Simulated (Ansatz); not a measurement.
One geometry of F₂H₄OSSi₂ (`O[SiH](F)S[SiH2]F`), several functionals.

```yaml
crystal:
  periodic: [false, false, false]
  atoms:
    - {symbol: O, position_ang: [-1.430939, 0.359011, 1.484083]}
    - {symbol: Si, position_ang: [-1.220599, -0.860108, 0.438694]}
    - {symbol: F, position_ang: [-1.831105, -0.471181, -0.980598]}
    - {symbol: S, position_ang: [0.839953, -1.349392, 0.148981]}
    - {symbol: Si, position_ang: [1.459088, 0.468587, -0.742957]}
    - {symbol: F, position_ang: [0.982367, 1.694330, 0.185776]}
    - {symbol: H, position_ang: [-0.836896, 1.112699, 1.431080]}
    - {symbol: H, position_ang: [-1.921929, -2.044208, 0.952194]}
    - {symbol: H, position_ang: [0.849563, 0.696445, -2.068038]}
    - {symbol: H, position_ang: [2.935599, 0.454516, -0.786014]}
basis:
  gaussian: {orbitals: def2-TZVPP}
hamiltonian: {xc: {name: wB97M-V}}
output: {forces: true, orbitals: {seedname: orbitals}}
```

```sh
$ ansatz run in.yaml --threads 4 --pin off --events-out ev --progress --plain --max-ram 10444MiB
```

It prints (some lines left out):

```
Functional definition: wB97M-V
1572 factors; their error is unknown
314 factors; integrals over basis functions are off by at most 1.0e-5 eV
mean field evaluation 1: about -34138.4204 eV, gradient 6.1e1 eV
mean field evaluation 2: about -34137.3172 eV, gradient 7.0e1 eV
mean field evaluation 4: about -34144.0466 eV, gradient 1.8e0 eV
mean field evaluation 8: about -34144.0615 eV, gradient 1.8e-1 eV
mean field evaluation 16: about -34144.0868 eV, gradient 3.0e-4 eV
mean field -34144.08676770 eV, -1254.7720450198 hartree, gradient 2.9e-5 eV, S^2 0.000000; 0 other end points of the search recorded, 0 dependent functions left out
reference -34144.08681890 eV, -1254.7720469012 hartree; 37, 37 occupied and 238, 238 virtual orbitals, 1572 factors
Total energy: -34144.08681890 eV, -1254.7720469012 hartree
Atom 0 at    -1.430939     0.359011     1.484083 Å, force     0.034235     0.103043     0.044042 eV/Å
Atom 1 at    -1.220599    -0.860108     0.438694 Å, force    -0.042034    -0.273044     0.134087 eV/Å
Atom 2 at    -1.831105    -0.471181    -0.980598 Å, force    -0.027210     0.038530    -0.130656 eV/Å
Atom 3 at     0.839953    -1.349392     0.148981 Å, force    -0.007220     0.000862     0.005118 eV/Å
Atom 4 at     1.459088     0.468587    -0.742957 Å, force     0.147791    -0.069026    -0.253378 eV/Å
Atom 5 at     0.982367     1.694330     0.185776 Å, force    -0.057011     0.080492     0.083049 eV/Å
Atom 6 at    -0.836896     1.112699     1.431080 Å, force    -0.021504    -0.012745     0.016182 eV/Å
Atom 7 at    -1.921929    -2.044208     0.952194 Å, force     0.090348     0.155804    -0.067319 eV/Å
Atom 8 at     0.849563     0.696445    -2.068038 Å, force     0.073596    -0.030736     0.167579 eV/Å
Atom 9 at     2.935599     0.454516    -0.786014 Å, force    -0.190993     0.006821     0.001298 eV/Å
Dipole moment:     0.274560     0.028844    -0.065967 e Å
```

Run time 18 s (4 threads of an Intel Xeon Platinum 8488C on a shared host); peak host memory 1.2 GiB.

With the line `hamiltonian: {xc: r2scan, dispersion: d4}` (abridged; 7.5 s):

```
Functional definition: r2SCAN
mean field evaluation 16: about -34142.3255 eV, gradient 3.0e-4 eV
mean field -34142.32547598 eV, -1254.7073187427 hartree, gradient 1.3e-5 eV, S^2 0.000000
Total energy: -34142.39613505 eV, -1254.7099154158 hartree
Atom 0 force    -0.028019     0.037260     0.041652 eV/Å
Atom 1 force    -0.002161    -0.060825     0.013178 eV/Å
Atom 2 force    -0.028370     0.014186    -0.055334 eV/Å
Atom 3 force     0.053094    -0.058750     0.006731 eV/Å
Atom 4 force     0.015338    -0.018505    -0.038794 eV/Å
Atom 5 force    -0.022712     0.038262     0.026538 eV/Å
Atom 6 force     0.012060     0.011023     0.004999 eV/Å
Atom 7 force     0.014667     0.035866    -0.007386 eV/Å
Atom 8 force     0.017545    -0.000581     0.018327 eV/Å
Atom 9 force    -0.031442     0.002063    -0.009912 eV/Å
Dipole moment:     0.257812     0.041839    -0.057900 e Å
```

The same input with `hamiltonian: {xc: {name: B2PLYP}}` and no forces (abridged; 10 s):

```
Functional definition: B2PLYP
mean field evaluation 16: about -34123.4125 eV, gradient 3.5e-4 eV
mean field -34123.41247308 eV, -1254.0122787058 hartree, gradient 5.1e-6 eV, S^2 0.000000
18 core orbitals not correlated: weight in the atoms' cores, before any rotation towards them, 1.000 or more for the frozen orbitals, at most 0.000 for the correlated occupied ones
second order -37.59098089 eV of doubles, -0.00000000 eV of singles
Total energy: -34133.56221080 eV, -1254.3852746876 hartree
```

The same input with `hamiltonian: {xc: pbe, dispersion: d4}` (abridged; 4.4 s):

```
Functional definition: PBE
mean field evaluation 16: about -34127.2264 eV, gradient 2.7e-3 eV
mean field -34127.22639303 eV, -1254.1524376788 hartree, gradient 7.3e-5 eV, S^2 0.000000
Total energy: -34127.52654921 eV, -1254.1634682153 hartree
Atom 0 force    -0.373859     0.067166     0.431802 eV/Å
Atom 1 force     0.199530    -0.320309     0.132573 eV/Å
Atom 2 force    -0.282906     0.136568    -0.606375 eV/Å
Atom 3 force     0.214787    -0.304353     0.067757 eV/Å
Atom 4 force     0.103413    -0.298429    -0.253721 eV/Å
Atom 5 force    -0.165634     0.508965     0.350505 eV/Å
Atom 6 force     0.276027     0.337767    -0.022000 eV/Å
Atom 7 force    -0.088334    -0.143188     0.082632 eV/Å
Atom 8 force    -0.067138     0.029992    -0.170654 eV/Å
Atom 9 force     0.184113    -0.014178    -0.012518 eV/Å
Dipole moment:     0.252015     0.036994    -0.051670 e Å
```
